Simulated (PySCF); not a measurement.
## C₆ coefficients of unlike pairs at M06

Calculated with PySCF 2.14 from the dipole response of each species, C₆(A,B) = (3/π) ∫ α_A(iu) α_B(iu) du, in atomic units, from isotropic polarisabilities. For ions this is the dispersion term alone; charge-induced terms of lower order in 1/R come first.

```json
{"species": "Ta", "configuration": "[Xe] 4f14 5d3 6s2 (4F)", "basis": "def2-QZVPPD with the def2 core potential (60 electrons) (7s6p4d3f2g)", "relativity": "core potential", "α (bohr³)": "70.91", "C₆ (like pair)": "816.4"}
{"species": "Al⁺", "configuration": "[Ne] 3s2 (1S)", "basis": "aug-cc-pV(Q+d)Z with one added diffuse shell each of s, p, d, f, g type (8s7p6d4f3g)", "relativity": "none", "α (bohr³)": "24.29", "C₆ (like pair)": "119.0"}
{"species": "I³⁺", "configuration": "[Kr] 4d10 5s2 5p2 (3P)", "basis": "x2c-QZVPPall with one added diffuse shell each of s, p, d, f type (14s10p8d5f1g)", "relativity": "spin-free X2C", "α (bohr³)": "10.01", "C₆ (like pair)": "56.24"}
{"species": "Mn²⁺", "configuration": "[Ar] 3d5 (6S)", "basis": "x2c-TZVPPall with one added diffuse shell each of s, p, d, f type (7s6p5d3f1g)", "relativity": "spin-free X2C", "α (bohr³)": "3.726", "C₆ (like pair)": "10.75"}
```

Problem. Estimate C₆ for I³⁺ with Al⁺.

Solution. The integral gives 72.06. The combination rule 2 C_A C_B / (C_A α_B/α_A + C_B α_A/α_B) gives 72.16 and the geometric mean 81.82.

No spin-orbit coupling is included.

The other pairs:

| pair | C₆ |
| --- | --- |
| Al⁺, Ta | 310.3 |
| Mn²⁺, Al⁺ | 28.61 |
| I³⁺, Ta | 188.8 |
| Mn²⁺, I³⁺ | 24.17 |
| Mn²⁺, Ta | 75.66 |
